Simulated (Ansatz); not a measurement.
Basis-set extrapolation for `FC1O[SiH2][SiH2]1` (PBE0-D4/def2-TZVP geometry, frozen core, Ansatz). Multiplicity 1, RHF reference.

```json
{"": "HF", "def2-TZVPP": "-793.054544", "def2-QZVPP": "-793.082100"}
{"": "MP2 correlation", "def2-TZVPP": "-0.884378", "def2-QZVPP": "-0.956881"}
{"": "CCSD(T) correlation", "def2-TZVPP": "-0.960279", "def2-QZVPP": "not run"}
```

Energies in hartree. Use E(X) = E(∞) + A·exp(−7.88·√X) for Hartree–Fock and E(X) = E(∞) + B·X^(−2.97) for correlation, with X = 3 and 4, and add CCSD(T) minus MP2 of the smaller set to the MP2 limit.

Problem. What is the CCSD(T) energy at the basis-set limit?

Solution. HF limit: -793.082100 + (-0.027556) × 0.13774 = -793.08590. MP2 limit: -0.956881 + (-0.072503) × 0.74074 = -1.01059. Higher-order term: -0.960279 − (-0.884378) = -0.07590. Total: -794.17239 hartree, 413.7 kJ/mol below CCSD(T)/def2-TZVPP.
